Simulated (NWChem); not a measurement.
System: phosphoric acid (H3PO4); SMILES O=P(O)(O)O

```xyz
8

O     -0.5183     1.3413     0.5938
P      0.0000     0.0000    -0.1182
O      0.0000     0.0000    -1.5938
O      1.4207    -0.2218     0.5938
O     -0.9025    -1.1195     0.5938
H     -1.2401     1.7395     0.0907
H      2.1265     0.2042     0.0907
H     -0.8864    -1.9437     0.0907
```
Atoms are numbered in this order, from 1.

All runs: NWChem. Pople sets run with spherical d functions. Structure relaxed at the PBE0/def2-SVP level. Level PBE0/6-31G*: energy and gradient; each run changes one setting, and changes count from the defaults (medium grid, exact Coulomb integrals, symmetry on).

Task: Which setting moves the energy most, and by about how much (extra-fine grid; defaults; tight SCF thresholds and tolerances; coarse grid)?

Result: coarse grid, by about 90 μHa.
| setting | size of the energy change (μHa) | largest change of a gradient component (μHa/bohr) | time, defaults = 1 (rough) |
|---|---|---|---|
| defaults | < 10 | < 30 | about 1 |
| extra-fine grid | < 10 | 40 | 2 |
| tight SCF thresholds and tolerances | < 10 | 50 | about 1 |
| coarse grid | 90 | 300 | about 1 |
